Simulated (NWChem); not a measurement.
System: C$_{2}$H$_{3}$BCl$_{2}$; SMILES ClB(C=C)Cl

The following NWChem deck was run.

```
start job
memory heap 200 mb stack 900 mb global 1100 mb
geometry units angstroms
  B      0.098288    -0.012804    -0.123540
  Cl     1.201424     1.266730    -0.454851
  Cl    -0.955456     0.143617     1.227314
  C      0.064983    -1.273060    -1.030266
  C     -0.756852    -2.307539    -0.852678
  H      0.757018    -1.312206    -1.863341
  H     -0.751753    -3.166688    -1.503418
  H     -1.466740    -2.324199    -0.041250
end
basis spherical
  * library def2-svp
end
dft
  xc pbe0
  iterations 150
end
driver
  maxiter 120
end
task dft optimize
task dft freq
```

Excerpt of the output:

```
             Northwest Computational Chemistry Package (NWChem) 7.3.0
             --------------------------------------------------------

 C1  symmetry detected

                             Geometry "geometry" -> ""
                             -------------------------

 Output coordinates in angstroms (scale by  1.889725989 to convert to a.u.)

  No.       Tag          Charge          X              Y              Z
 ---- ---------------- ---------- -------------- -------------- --------------
    1 B                    5.0000    -0.09980563    -0.12230054     0.00070163
    2 Cl                  17.0000    -0.46744103    -1.80418219    -0.00055714
    3 Cl                  17.0000     1.55312501     0.35463819     0.00025002
    4 C                    6.0000    -1.24232451     0.92943854     0.00210354
    5 C                    6.0000    -1.05186789     2.24883570    -0.00170135
    6 H                    1.0000    -2.26265408     0.56423883     0.00604645
    7 H                    1.0000    -1.87051376     2.94986610    -0.00077061
    8 H                    1.0000    -0.05927732     2.67000031    -0.00597599

 Effective nuclear repulsion energy (a.u.)     233.9506069053

                                Z-matrix (autoz)
                                --------

 Units are Angstrom for bonds and degrees for angles

[...]

      ----------------------
      Optimization converged
      ----------------------

  Step       Energy      Delta E   Gmax     Grms     Xrms     Xmax
  ---- ---------------- -------- -------- -------- -------- --------
@    5   -1022.54254968 -8.0D-08  0.00004  0.00002  0.00019  0.00043
                                     ok       ok       ok       ok

                                Z-matrix (autoz)
                                --------

 Units are Angstrom for bonds and degrees for angles

[...]

 Rotational Constants
 --------------------
 A=   0.124159 cm-1  (  0.178633 K)
 B=   0.080742 cm-1  (  0.116167 K)
 C=   0.048925 cm-1  (  0.070391 K)

 Temperature                      =   298.15K
 frequency scaling parameter      =   1.0000

 Zero-Point correction to Energy  =   31.044 kcal/mol  (  0.049471 au)
 Thermal correction to Energy     =   34.654 kcal/mol  (  0.055224 au)
 Thermal correction to Enthalpy   =   35.246 kcal/mol  (  0.056168 au)

 Total Entropy                    =   78.243 cal/mol-K
   - Translational                =   39.929 cal/mol-K (mol. weight = 107.9705)
   - Rotational                   =   27.576 cal/mol-K (symmetry #  =        1)
   - Vibrational                  =   10.738 cal/mol-K

 Cv (constant volume heat capacity) =   18.537 cal/mol-K
   - Translational                  =    2.979 cal/mol-K
   - Rotational                     =    2.979 cal/mol-K
   - Vibrational                    =   12.578 cal/mol-K

[normal modes left out]

 ----------------------------------------------------------------------------
 Normal Eigenvalue ||           Projected Infra Red Intensities
  Mode   [cm**-1]  || [atomic units] [(debye/angs)**2] [(KM/mol)] [arbitrary]
 ------ ---------- || -------------- ----------------- ---------- -----------
    1       -0.000 ||    0.000000           0.000         0.000       0.000
    2       -0.000 ||    0.000353           0.008         0.344       0.108
    3        0.000 ||    0.000100           0.002         0.098       0.031
    4        0.000 ||    0.000114           0.003         0.111       0.035
    5        0.000 ||    0.000632           0.015         0.616       0.194
    6        0.000 ||    0.000077           0.002         0.075       0.024
    7       94.487 ||    0.000033           0.001         0.033       0.010
    8      193.435 ||    0.000099           0.002         0.097       0.031
    9      267.297 ||    0.001604           0.037         1.564       0.493
   10      377.454 ||    0.000005           0.000         0.005       0.001
   11      404.063 ||    0.000851           0.020         0.830       0.262
   12      557.419 ||    0.011678           0.269        11.384       3.589
   13      647.354 ||    0.021264           0.491        20.730       6.535
   14      936.815 ||    0.182578           4.212       177.986      56.108
   15     1025.552 ||    0.030756           0.710        29.983       9.452
   16     1027.101 ||    0.200059           4.616       195.027      61.480
   17     1043.878 ||    0.009856           0.227         9.608       3.029
   18     1141.795 ||    0.146005           3.368       142.333      44.869
   19     1298.257 ||    0.011444           0.264        11.156       3.517
   20     1425.530 ||    0.079409           1.832        77.412      24.403
   21     1691.556 ||    0.072711           1.678        70.882      22.345
   22     3154.342 ||    0.007643           0.176         7.451       2.349
   23     3181.956 ||    0.001876           0.043         1.829       0.576
   24     3257.456 ||    0.001819           0.042         1.774       0.559
 ----------------------------------------------------------------------------
```

Level: PBE0/def2-SVP.
